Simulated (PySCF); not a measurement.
# How methods differ on the excitation energy of P²⁺

P²⁺ [Ne] 3s2 3p1 (2P) → P²⁺ [Ne] 3s1 3p1 3d1 (high-spin determinant), as a difference of total energies. All numbers are calculated (PySCF 2.14, scalar relativity by spin-free X2C-1e, in aug-cc-pCVTZ-DK with one added diffuse shell each of s, p, d, f type (9s8p6d4f, 91 functions)). Correlated levels: valence and next inner shell: 1s2 frozen. The calculations carry no spin-orbit coupling.

```json
{"method": "UHF", "excitation energy (eV)": "19.762"}
{"method": "MP2 (valence and next inner shell)", "excitation energy (eV)": "20.830"}
{"method": "SCS-MP2 (valence and next inner shell)", "excitation energy (eV)": "21.233"}
{"method": "CCSD (valence and next inner shell)", "excitation energy (eV)": "20.300"}
{"method": "CCSD(T) (valence and next inner shell)", "excitation energy (eV)": "19.783"}
```

**Question.** How much does correlation contribute at CCSD(T) (valence and next inner shell)?

**Answer.** 19.783 − (19.762) = 0.021 eV, measured against UHF.

A first-order spin-orbit estimate (lowest level to lowest level, LS coupling) adds 0.010 eV.

The promoted electron is Rydberg-like, and one or two diffuse shells describe it only roughly, which tends to raise the upper state.

The coupled-cluster amplitudes are large for the upper state (T1 above 0.03 or a double amplitude above 0.15), so a single reference is strained.

The determinant of the upper state mixes LS terms, which raises its energy above the lowest term, most at the Hartree-Fock and MP2 levels.
